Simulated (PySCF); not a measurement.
**[CrCl3]- by CASSCF and spin-orbit coupling**

The complex [CrCl3]- (charge -1) contains Cr(II), shell d4. The structure is a model geometry with rigid ligands and bond lengths from ionic radii, not a minimum; coordination trigonal planar, point group D3h, metal–donor distances 2.33 Å.

```
4

Cr    0.000    0.000    0.000
Cl    2.330    0.000    0.000
Cl   -1.165    2.018    0.000
Cl   -1.165   -2.018    0.000
```

Method (PySCF 2.14, density fitting): CASSCF(4,5) with orbitals averaged over all microstates of the shell, strongly contracted NEVPT2 on the averaged canonical orbitals; basis x2c-TZVPall on the metal, x2c-SVPall elsewhere; spin-free X2C; IEF-PCM water; spin-orbit coupling by state interaction with the mean-field operator over all roots.

## Spin-free states

```json
{"2S+1": "5", "deg.": "2", "symmetry": "5E'", "free-ion term": "5D 1.00", "CASSCF / cm⁻¹": "0", "NEVPT2 / cm⁻¹": "0", "f(ED)": "–", "occupations": "1.0 1.0 1.0 0.5 0.5"}
{"2S+1": "5", "deg.": "2", "symmetry": "5E''", "free-ion term": "5D 1.00", "CASSCF / cm⁻¹": "5658", "NEVPT2 / cm⁻¹": "6095", "f(ED)": "4.4e-05", "occupations": "1.0 0.5 0.5 1.0 1.0"}
{"2S+1": "5", "deg.": "1", "symmetry": "5A1'", "free-ion term": "5D 1.00", "CASSCF / cm⁻¹": "6281", "NEVPT2 / cm⁻¹": "7377", "f(ED)": "2.5e-05", "occupations": "0.0 1.0 1.0 1.0 1.0"}
{"2S+1": "3", "deg.": "1", "symmetry": "3A2''", "free-ion term": "3H 0.80", "CASSCF / cm⁻¹": "19571", "NEVPT2 / cm⁻¹": "18333", "f(ED)": "–", "occupations": "1.0 1.0 1.0 0.5 0.5"}
{"2S+1": "3", "deg.": "1", "symmetry": "3A1''", "free-ion term": "3H 0.78", "CASSCF / cm⁻¹": "19675", "NEVPT2 / cm⁻¹": "18384", "f(ED)": "–", "occupations": "1.0 1.0 1.0 0.5 0.5"}
{"2S+1": "3", "deg.": "2", "symmetry": "3E'", "free-ion term": "3H 0.83", "CASSCF / cm⁻¹": "19634", "NEVPT2 / cm⁻¹": "18442", "f(ED)": "–", "occupations": "0.9 1.0 1.0 0.6 0.6"}
{"2S+1": "3", "deg.": "2", "symmetry": "3E''", "free-ion term": "3H 0.79", "CASSCF / cm⁻¹": "19743", "NEVPT2 / cm⁻¹": "18489", "f(ED)": "–", "occupations": "0.8 1.1 1.1 0.5 0.5"}
{"2S+1": "3", "deg.": "1", "symmetry": "3A2'", "free-ion term": "3H 0.85", "CASSCF / cm⁻¹": "19907", "NEVPT2 / cm⁻¹": "18623", "f(ED)": "–", "occupations": "1.1 0.9 0.9 0.6 0.6"}
{"2S+1": "3", "deg.": "2", "symmetry": "3E'", "free-ion term": "3H 0.77", "CASSCF / cm⁻¹": "20367", "NEVPT2 / cm⁻¹": "19227", "f(ED)": "–", "occupations": "0.9 1.0 1.0 0.6 0.6"}
{"2S+1": "3", "deg.": "2", "symmetry": "3E''", "free-ion term": "3P 0.51", "CASSCF / cm⁻¹": "22401", "NEVPT2 / cm⁻¹": "20004", "f(ED)": "–", "occupations": "1.2 0.7 0.7 0.7 0.7"}
{"2S+1": "3", "deg.": "1", "symmetry": "3A2'", "free-ion term": "3P 0.86", "CASSCF / cm⁻¹": "22894", "NEVPT2 / cm⁻¹": "20303", "f(ED)": "–", "occupations": "1.4 0.6 0.6 0.7 0.7"}
{"2S+1": "3", "deg.": "2", "symmetry": "3E'", "free-ion term": "3F 0.83", "CASSCF / cm⁻¹": "23173", "NEVPT2 / cm⁻¹": "20855", "f(ED)": "–", "occupations": "0.8 1.0 1.0 0.6 0.6"}
{"2S+1": "3", "deg.": "1", "symmetry": "3A2''", "free-ion term": "3F 0.94", "CASSCF / cm⁻¹": "23320", "NEVPT2 / cm⁻¹": "21108", "f(ED)": "–", "occupations": "0.8 0.9 0.9 0.7 0.7"}
{"2S+1": "3", "deg.": "1", "symmetry": "3A1''", "free-ion term": "3F 0.93", "CASSCF / cm⁻¹": "23536", "NEVPT2 / cm⁻¹": "21316", "f(ED)": "–", "occupations": "0.8 0.9 0.9 0.7 0.7"}
{"2S+1": "3", "deg.": "2", "symmetry": "3E''", "free-ion term": "3G 0.48", "CASSCF / cm⁻¹": "24967", "NEVPT2 / cm⁻¹": "22557", "f(ED)": "–", "occupations": "0.7 1.0 1.0 0.6 0.6"}
```

Only the lowest 15 spin-free levels are listed. Energies are counted from the ground state at NEVPT2 level. Weights follow the labels. f(ED) is the electric-dipole oscillator strength from the ground state at the fixed geometry, without vibronic coupling; occupations, where given, run over the ligand-field orbitals from the lowest.

Ligand-field fit:

```tsv
cm⁻¹	CASSCF
B	952
B, free ion	1040
C	3596
C, free ion	3845
rms of the fit	199
```

| orbital | CASSCF / cm⁻¹ | metal share | main function |
| --- | --- | --- | --- |
| 1 | 0 | 0.96 | z2 1.00 |
| 2 | 1045 | 0.98 | degenerate set |
| 3 | 1046 | 0.98 | degenerate set |
| 4 | 6360 | 0.93 | degenerate set |
| 5 | 6360 | 0.93 | degenerate set |

ζ = 221 cm⁻¹, against 239 for the free ion.

## Spin-orbit levels

```
E / cm⁻¹  deg.    make-up
     0.0     2   1.00 5E'
   107.6     2   1.00 5E'
   214.4     2   1.00 5E'
   320.9     2   1.00 5E'
   426.8     2   1.00 5E'
  6179.0     2  0.99 5E''
  6210.7     1  0.97 5E''
  6257.6     1  1.00 5E''
  6294.6     1  0.99 5E''
  6295.5     1  0.99 5E''
```

Only the lowest levels are listed: 16 of 210 states.

Magnetism:

Degenerate or low-lying orbital states mix with the ground state, so no spin-only Hamiltonian applies. The lowest spin-orbit level is 2-fold; the next lies at 107.6 cm⁻¹. The two lowest states form a pseudo-doublet split by 0.027 cm⁻¹ with g_z = 4.54. μeff is 4.49 μB at 300 K and 2.49 μB at 10 K; the spin-only value is 4.90 μB.

```json
{"T / K": "2", "χT / cm³ K mol⁻¹": "0.671", "μeff / μB": "2.32"}
{"T / K": "5", "χT / cm³ K mol⁻¹": "0.709", "μeff / μB": "2.38"}
{"T / K": "10", "χT / cm³ K mol⁻¹": "0.773", "μeff / μB": "2.49"}
{"T / K": "20", "χT / cm³ K mol⁻¹": "0.900", "μeff / μB": "2.68"}
{"T / K": "30", "χT / cm³ K mol⁻¹": "1.024", "μeff / μB": "2.86"}
{"T / K": "50", "χT / cm³ K mol⁻¹": "1.241", "μeff / μB": "3.15"}
{"T / K": "75", "χT / cm³ K mol⁻¹": "1.464", "μeff / μB": "3.42"}
{"T / K": "100", "χT / cm³ K mol⁻¹": "1.652", "μeff / μB": "3.63"}
{"T / K": "150", "χT / cm³ K mol⁻¹": "1.964", "μeff / μB": "3.96"}
{"T / K": "200", "χT / cm³ K mol⁻¹": "2.204", "μeff / μB": "4.20"}
{"T / K": "250", "χT / cm³ K mol⁻¹": "2.386", "μeff / μB": "4.37"}
{"T / K": "300", "χT / cm³ K mol⁻¹": "2.525", "μeff / μB": "4.49"}
```

Powder magnetisation at 2 K: 0.29 μB at 0.5 T, 0.54 μB at 1 T, 0.87 μB at 2 T, 1.04 μB at 3 T, 1.19 μB at 5 T, 1.26 μB at 7 T.

The geometry is a model, and the complex may not exist in this form. The ground state is orbitally degenerate in this regular structure, which would distort (Jahn–Teller), so its moment is that of the undistorted model. NEVPT2 lifts 5A1' from 6281 to 7377 cm⁻¹; on the d shell alone such lifts tend to overshoot. Gaps between spin states lean to high spin in this active space.

The job took 8.4 s on one thread of Intel Xeon 6975P-C (shared host), with 102 basis functions, launched as `OMP_NUM_THREADS=1 python lf_run.py task.json out`.
